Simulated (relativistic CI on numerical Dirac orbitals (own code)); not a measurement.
## Electric-dipole lines of Te11+

Method of calculation: Dirac-Coulomb-Breit CI, separate exchange-only KLI orbitals for each configuration, a model potential for QED, unscaled Slater integrals (own radial code, finite nucleus).

CI space (outside the closed core [Ar] 3d10): 4s2 4p6 4d5, 4s2 4p5 4d6, 4s2 4p6 4d4 4f, 4s2 4p4 4d7, 4s2 4p6 4d4 5s, 4s 4p6 4d6, 4s2 4p6 4d4 5p, 4s2 4p6 4d3 5s2, 4s2 4p6 4d3 4f 5s, 4p6 4d7, 4s2 4p6 4d4 5d, 4s2 4p6 4d3 5s 5p, 4s2 4p6 4d3 5p2, 4s2 4p6 4d4 6s, 4s2 4p6 4d4 5g. Levels of other configurations are missing.

```csv
λ vac (Å),Lower,Upper,A (s⁻¹),E lower (cm⁻¹),E upper (cm⁻¹)
141.01,4s2 4p6 4d5 6S_5/2 [1],4s2 4p6 4d4 4f 4F°_7/2 [192],6.33e+08,0,709155
146.86,4s2 4p6 4d5 6S_5/2 [1],4s2 4p5 4d6 6D°_5/2 [126],1.27e+09,0,680909
153.57,4s2 4p6 4d5 4P_3/2 [3],4s2 4p6 4d4 4f 4P°_1/2 [165],1.73e+09,45632,696806
156.42,4s2 4p6 4d5 2I_11/2 [13],4s2 4p6 4d4 4f 4H°_9/2 [189],6.53e+08,68733,708041
157.52,4s2 4p6 4d5 4G_7/2 [4],4s2 4p5 4d6 6D°_5/2 [126],5.35e+08,46077,680909
159.68,4s2 4p6 4d5 4D_5/2 [10],4s2 4p5 4d6 2P°_3/2 [137],1.37e+09,59291,685533
160.03,4s2 4p6 4d5 2I_11/2 [13],4s2 4p5 4d6 4G°_9/2 [156],5.99e+08,68733,693630
160.09,4s2 4p6 4d5 2I_11/2 [13],4s2 4p5 4d6 4H°_11/2 [155],7.18e+08,68733,693367
160.26,4s2 4p6 4d5 4D_7/2 [9],4s2 4p5 4d6 4P°_5/2 [122],1.14e+09,55952,679957
160.29,4s2 4p6 4d5 4G_11/2 [6],4s2 4p5 4d6 4G°_11/2 [105],5.63e+08,47673,671559
161.39,4s2 4p6 4d5 2I_13/2 [18],4s2 4p5 4d6 4H°_11/2 [155],6.59e+08,73754,693367
162.04,4s2 4p6 4d5 4D_7/2 [9],4s2 4p5 4d6 4F°_5/2 [109],8.14e+08,55952,673096
162.26,4s2 4p6 4d5 4G_11/2 [6],4s2 4p5 4d6 4F°_9/2 [91],1.23e+09,47673,663987
162.54,4s2 4p6 4d5 6S_5/2 [1],4s2 4p5 4d6 6P°_5/2 [41],8.11e+08,0,615220
162.58,4s2 4p6 4d5 2I_13/2 [18],4s2 4p5 4d6 2I°_13/2 [143],1.05e+09,73754,688827
162.60,4s2 4p6 4d5 6S_5/2 [1],4s2 4p5 4d6 6P°_3/2 [40],1.45e+09,0,614998
164.10,4s2 4p6 4d5 4G_7/2 [4],4s2 4p5 4d6 4H°_7/2 [74],7.84e+08,46077,655465
165.06,4s2 4p6 4d5 4G_9/2 [7],4s2 4p5 4d6 4G°_9/2 [72],6.29e+08,48602,654459
165.08,4s2 4p6 4d5 4G_5/2 [5],4s2 4p5 4d6 4G°_5/2 [70],9.85e+08,46589,652347
166.36,4s2 4p6 4d5 4G_5/2 [2],4s2 4p5 4d6 4D°_7/2 [57],4.46e+08,39208,640317
```

Terms are leading LS components. Brackets give the number of a level in order of energy, since labels repeat. The list gives strong lines, with weight on those to low levels, without lines whose two gauges differ by over a factor of 2.5, among the lowest 200 of 2774 levels, so that lines to higher ones, which can be the strongest, are missing. Levels whose partners in the same complex of configurations lie outside the list can be far off, and so can their lines. Rates are taken at the computed energies, electric ones in the length gauge.

At this charge energies of transitions that change n are usually good to better than 1 %, and those within a shell (Δn = 0) to a few per cent. Terms inside the open d or f shell come out 10 to 20 % too wide with unscaled integrals. Levels and lines within the n = 5 or 6 shells can be off by up to 10 % or somewhat more, and those that change n by about 2 %, since core polarisation is missing.

LS names give the leading component of a level, which can be under half, so a name can repeat, a term be missing and a line seem to break the LS rules.
